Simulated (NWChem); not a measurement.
Correlation energy of Zn

```
Zn
```
Charge 0, spin multiplicity 1.

All runs are NWChem calculations.

Basis set: def2-SVP. Each correlation energy counts from its own Hartree-Fock reference.

The correlated methods keep 9 core orbitals frozen. Coupled-cluster values serve here as a point of comparison, not as the truth.

One of these methods gave a correlation energy of -287.3 mHa. Which?
A) SCS-MP2
B) CCSD+T(CCSD)
C) CCSD
D) MP2

D, MP2. The others give -255.2 (SCS-MP2), -276.2 (CCSD), -285.1 (CCSD+T(CCSD)).
